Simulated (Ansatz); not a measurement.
The same path of ClH3Sn + H4OSi (11 atoms, charge 0, multiplicity 1) was run twice with different band settings. Lost on the way: Sn1–H2, O6–H11. Made: Sn1–O6, H2–H11.

The calculation used Ansatz, RKS BLYP-D4/def2-SVP.

Relaxed end points:

```xyz
11
Properties=species:S:1:pos:R:3
Sn -0.222 -0.176 -0.264
H -0.950 -0.556 1.257
Cl 2.070 -0.924 -0.230
H -0.246 1.484 -0.725
H -0.925 -1.169 -1.508
O 1.076 1.463 1.924
Si 2.709 1.926 1.802
H 3.649 0.833 2.212
H 2.909 2.314 0.376
H 2.964 3.116 2.687
H 0.800 1.140 2.802
```

```xyz
11
Properties=species:S:1:pos:R:3
Sn 0.584 0.036 -0.432
H -1.526 1.017 2.832
Cl 2.510 -0.140 -1.836
H -0.579 1.050 -1.203
H 0.115 -1.548 0.066
O 1.229 1.007 1.203
Si 2.739 1.594 1.663
H 3.764 0.497 1.737
H 3.239 2.647 0.716
H 2.569 2.199 3.024
H -0.810 1.091 2.563
```

Common settings: movable images 5; climbing image yes; spring 5.0 eV/Å²; optimiser quadratic models (default); start path through a guess of the saddle point; iteration limit 60; end points relaxed.

| run | force threshold |
| --- | --- |
| 1 | 0.03 eV/Å |
| 2 | 0.5 eV/Å |

**Question.** What does each run give, and how far can it be trusted?

**Answer.** Run 1: converged after 23 iterations, highest image 1.135 eV above the first end. A vibrational analysis at the climbing image gives one clearly imaginary mode, 1201i cm⁻¹: a first-order saddle point.
Run 2: converged after 5 iterations, highest image 1.349 eV above the first end. The threshold of 0.5 eV/Å is loose, so the images may lie well off the minimum-energy path. The order of the stationary point at the top wasn't checked.
The orbitals stay closed-shell, which can raise the energy where a bond breaks towards radicals; this wasn't checked here.
